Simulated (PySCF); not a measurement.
The free ion Nb+ in its d4 configuration. Only this configuration is treated; at so low a charge one with s electrons may lie lower or mix in.

Method (PySCF 2.14, density fitting): CASSCF(4,5) with orbitals averaged over all microstates of the shell, strongly contracted NEVPT2 on the averaged canonical orbitals; basis x2c-TZVPall; spin-free X2C; gas phase; spin-orbit coupling by state interaction with the mean-field operator over all roots.

CASSCF energies above the lowest CASSCF root:

```json
{"state": "5D", "CASSCF / cm⁻¹": "0"}
{"state": "3H", "CASSCF / cm⁻¹": "12369"}
{"state": "3P", "CASSCF / cm⁻¹": "13876"}
{"state": "3F", "CASSCF / cm⁻¹": "14224"}
{"state": "3G", "CASSCF / cm⁻¹": "15533"}
{"state": "1I", "CASSCF / cm⁻¹": "18554"}
{"state": "1G", "CASSCF / cm⁻¹": "19637"}
{"state": "3D", "CASSCF / cm⁻¹": "19962"}
{"state": "1S", "CASSCF / cm⁻¹": "22864"}
{"state": "1D", "CASSCF / cm⁻¹": "24339"}
{"state": "1F", "CASSCF / cm⁻¹": "28044"}
{"state": "3F", "CASSCF / cm⁻¹": "33078"}
{"state": "3P", "CASSCF / cm⁻¹": "33426"}
{"state": "1G", "CASSCF / cm⁻¹": "37503"}
{"state": "1D", "CASSCF / cm⁻¹": "50517"}
{"state": "1S", "CASSCF / cm⁻¹": "65555"}
```

Question: How does dynamic correlation (SC-NEVPT2) move these states?

Answer: 
```csv
state,NEVPT2 / cm⁻¹,shift / cm⁻¹
5D,0,0
3H,11284,-1085
3P,11047,-2829
3F,12011,-2213
3G,13559,-1974
1I,17058,-1496
1G,17087,-2551
3D,16894,-3067
1S,19264,-3600
1D,19818,-4520
1F,23578,-4466
3F,28404,-4673
3P,28180,-5245
1G,32141,-5362
1D,42602,-7914
1S,55451,-10104
```

In the ligand-field fit B goes from -1351267003878967334397718761367807220320618607640392401469878350603354112 to 522 cm⁻¹, C goes from -38230357896206650216943064732803678867957892426921795184012554610518523904 to 2162 cm⁻¹.
